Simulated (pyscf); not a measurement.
H₂N–Ga, singlet

Gas-phase minimum from PySCF at ωB97X-D3(BJ)/def2-SVP, one conformer. Other isomers of H₂N–Ga [singlet] were not searched in full and may lie lower. 

```
N
H 1 1.0184
H 1 1.0184 2 109.11
Ga 1 1.8619 2 125.47 3 179.90
```

Properties at ωB97X-D3(BJ)/def2-SVP:

```yaml
harmonic_wavenumbers_unscaled: 357, 469, 643, 1515, 3568, 3667 cm⁻¹
zero_point_energy: 14.6 kcal/mol
rotational_symmetry_number: 2
Entropy of this conformer at 298 K and 1 atm, rigid rotor and harmonic oscillator, modes under 100 cm⁻¹ raised to 100: 250.4 J/(mol K)
dipole_moment: 1.43 D
```

Single-point totals, which compare only within one level (frozen core for MP2 and CC):

| level | total energy (hartree) |
|---|---|
| ωB97X-D3(BJ)/def2-TZVP | -1980.81801 |
| PBE/def2-TZVP | -1980.48779 |
| r²SCAN/def2-TZVP | -1980.79884 |
| B3LYP-D3(BJ)/def2-TZVP | -1980.90548 |
| PBE0-D3(BJ)/def2-TZVP | -1980.52677 |
| M06-2X/def2-TZVP | -1980.81510 |
| ωB97M-D3(BJ)/def2-TZVP | -1980.88950 |
| HF/def2-TZVPP | -1978.90115 |
| MP2/def2-TZVPP | -1979.32378 |
| CCSD/def2-TZVPP | -1979.33049 |
| CCSD(T)/def2-TZVPP | -1979.34858 |

The CCSD(T) − MP2 part came from Ansatz, without density fitting, on the same reference. The frozen core leaves the outer d or s,p core shells of the metals and heavy elements correlated in the MP2 and CC values, and def2-TZVPP describes them poorly, so these totals are far from the basis limit. Elements up to Kr have no core potential and no relativistic terms here.
